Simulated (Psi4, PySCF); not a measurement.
PySCF was given this input:
```python
from pyscf import gto, scf, dft

mol = gto.M(
    atom='''
C    -0.08203668    0.60493218    0.11482401
O     0.06067739   -0.68366516   -0.17494028
H    -1.18198643    0.86214509    0.11391237
H     0.62482878   -1.22970011    0.41246267
H     0.43910736    0.99198948    0.99712096
H     0.12485126    1.21529375   -0.81291782
''',
    basis='6-311g**',
    charge=1,
    spin=1,
    verbose=4,
)

mf = dft.UKS(mol)
mf.xc = 'blyp'
mf.grids.atom_grid = (99, 590)
mf.grids.prune = None
mf.kernel()
```

### Question
Give the equivalent Psi4 input.

### Answer
Several could match; the one computed here: 
```
memory 2 GB

molecule {
1 2
  C    -0.08203668    0.60493218    0.11482401
  O     0.06067739   -0.68366516   -0.17494028
  H    -1.18198643    0.86214509    0.11391237
  H     0.62482878   -1.22970011    0.41246267
  H     0.43910736    0.99198948    0.99712096
  H     0.12485126    1.21529375   -0.81291782
}

set basis 6-311g**
set reference uks
set scf_type pk
set puream true
set d_convergence 1e-8
set dft_radial_points 99
set dft_spherical_points 590

energy('blyp')
print_variables()
```

Both were run: PySCF gave -115.336167 Eh and Psi4 -115.336167 Eh, 0.000 mEh apart.
